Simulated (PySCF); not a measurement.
## Correlation energy of Sc (scandium, neutral)

[Ar] 3d1 4s1 5s1, high-spin 4D determinant (an excited configuration). Computed with PySCF 2.14 in aug-cc-pVDZ-DK (7s6p4d2f, 59 functions), with the spin-free X2C one-electron Hamiltonian (Gaussian nucleus). Frozen: [Ar]; 3 electrons correlated.

MP2 pair energies summed by pair of shells (mhartree):

| pair | energy | share (%) |
| --- | --- | --- |
| 3d-4s | -2.48 | 51.4 |
| 4s-5s | -1.98 | 41.2 |
| 3d-5s | -0.36 | 7.4 |

Total MP2 correlation energy: -4.81 mhartree.

Same-spin part -4.81 and opposite-spin part 0.00 mhartree; SCS-MP2 scales them by 1/3 and 6/5 to -1.60 mhartree.
